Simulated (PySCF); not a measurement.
A species of formula C7H12BF has this rotational fingerprint, computed with PySCF 2.14.0, PBE0-D3(BJ)/def2-SVP geometry optimisation, gas phase:

* Rotational constants: A = 2214, B = 1644, C = 1191 MHz
* Dipole components: |μa| = 1.44 D, |μb| = 0.16 D, |μc| = 1.73 D
* Inertial defect: -111.18 u·Å²
* κ: -0.11

Question: Which structure is it? (One computed conformer of each.)
A. `[CH2:1]=[CH:2][CH2:3][C@@H:4]1[CH2:5][BH:6][CH2:7][C@H:8]1[F:9]` with C1–C2–C3–C4 -117°, C2–C3–C4–C5 -64°, C3–C4–C5–B6 -155°, C4–C5–B6–C7 11°, C5–B6–C7–C8 13°, B6–C7–C8–F9 -154°
B. `[BH2:1][C@@H:2]1[CH2:3][CH2:4][CH:5]=[CH:6][C@:7]1([CH3:8])[F:9]` with H–B1–C2–C3 154° and -31°, B1–C2–C3–C4 169°, C2–C3–C4–C5 48°, C3–C4–C5–C6 -18°, C5–C6–C7–C8 -133°
C. `[BH2:1][C@@H:2]1[C@@H:3]([F:4])[C@H:5]2[CH2:6][C@@H:7]1[C@@H:8]2[CH3:9]` with H–B1–C2–C3 -37° and 147°
D. `[CH2:1]=[CH:2][C@@H:3]1[BH:4][CH2:5][C@@H:6]([F:7])[C@H:8]1[CH3:9]` with C1–C2–C3–B4 -112°, C2–C3–B4–C5 -143°, C3–B4–C5–C6 -12°, B4–C5–C6–F7 -85°, C5–C6–C8–C9 -166°
E. `[CH2:1]=[CH:2][C@@H:3]1[BH:4][CH2:5][C@H:6]([F:7])[C@@H:8]1[CH3:9]` with C1–C2–C3–B4 -76°, C2–C3–B4–C5 -100°, C3–B4–C5–C6 5°, B4–C5–C6–F7 96°, C5–C6–C8–C9 162°

Answer: B. It is B[C@@H]1CCC=C[C@]1(C)F, an asymmetric top, point group C1. The candidates at the same level (rigid rotor, commonest isotopes):

```tsv
SMILES	A (MHz)	B (MHz)	C (MHz)	μa (D)	μb (D)	μc (D)	Δ (u·Å²)	point group	rotor
B[C@@H]1CCC=C[C@]1(C)F	2214	1644	1191	1.44	0.16	1.73	-111.18	C1	asymmetric top
C=CC[C@@H]1CBC[C@H]1F	2740	1020	792.5	0.16	1.40	0.43	-42.38	C1	asymmetric top
C=C[C@@H]1BC[C@@H](F)[C@H]1C	2531	1230	971.0	0.02	0.27	1.62	-90.10	C1	asymmetric top
C=C[C@@H]1BC[C@H](F)[C@@H]1C	2156	1487	1245	0.03	0.18	1.19	-168.38	C1	asymmetric top
B[C@@H]1[C@@H](F)[C@H]2C[C@@H]1[C@@H]2C	2443	1507	1172	1.66	0.35	0.03	-111.02	C1	asymmetric top
```

`C=C[C@@H]1BC[C@H](F)[C@@H]1C` has B 10 % too low; `B[C@@H]1[C@@H](F)[C@H]2C[C@@H]1[C@@H]2C` has A 10 % too high; `C=C[C@@H]1BC[C@@H](F)[C@H]1C` has B 25 % too low; `C=CC[C@@H]1CBC[C@H]1F` has B 38 % too low. No structure here is proved a minimum.
